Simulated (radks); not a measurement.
The numbers below are computed, except where a source is named.
Problem. I, configuration [Kr] 4d10 5s2 5p5. Code: a radial shooting solver on a logarithmic mesh with Libxc functionals. Model: Dirac Kohn-Sham, LDA (Slater exchange, Perdew-Wang correlation), spin-unpolarised, spherical densities, point nucleus; open shells fill j = l - 1/2 first.

Spin-orbit splittings of the eigenvalues, e(l+1/2) - e(l-1/2), with zeta = 2 splitting/(2l+1) and mean radii in bohr:

| shell | occ. | splitting (eV) | zeta (eV) | <r> j=l-1/2 | <r> j=l+1/2 |
|---|---|---|---|---|---|
| 2p | 6 | 298.3 | 198.9 | 0.09851 | 0.1042 |
| 3p | 6 | 56.12 | 37.41 | 0.3043 | 0.3159 |
| 3d | 10 | ? | ? | 0.2867 | 0.2903 |
| 4p | 6 | 11.04 | 7.358 | 0.7728 | 0.8015 |
| 4d | 10 | 1.724 | 0.6895 | 0.9159 | 0.9276 |
| 5p | 5 | 1.029 | 0.6860 | 2.387 | 2.516 |

Estimate the 3d splitting.

Solution. 11.81 eV (zeta = 4.726 eV).
